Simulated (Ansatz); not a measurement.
CdI$_{2}$, singlet, geometry from GFN2-xTB (such geometries of metal compounds can be far from the true shape) (core potentials on Cd, I); HF/def2-SVP (Ansatz, a first-principles code).

Here is a job for Ansatz.
Ansatz 0.2 input:
```yaml
crystal:
  periodic: [false, false, false]
  atoms:
    - {symbol: Cd, position_ang: [-0.45271074, 0.22026185, 0.31313575]}
    - {symbol: I, position_ang: [0.02097574, 1.79846839, -1.74306259]}
    - {symbol: I, position_ang: [0.38902644, -1.99795082, 1.45946794]}
basis:
  gaussian:
    orbitals: def2-SVP
hamiltonian:
  xc: hf
```

What the program printed (banner, timings and long lists left out):

```
Functional definition: HF
998 factors; integrals over basis functions are off by at most 2.7e-4 eV
mean field evaluation 1: about -20686.1866 eV, gradient 1.6e1 eV
mean field evaluation 2: about -20686.4381 eV, gradient 1.7e1 eV
mean field evaluation 4: about -20687.5908 eV, gradient 1.2e0 eV
mean field evaluation 8: about -20687.6064 eV, gradient 1.9e-4 eV
mean field -20687.60638861 eV, -760.2555122180 hartree, gradient 1.5e-5 eV, S^2 0.000000; 0 other end points of the search recorded, 0 dependent functions left out
reference -20687.60638861 eV, -760.2555122180 hartree; 35, 35 occupied and 48, 48 virtual orbitals, 998 factors
Total energy: -20687.60638861 eV, -760.2555122180 hartree
```
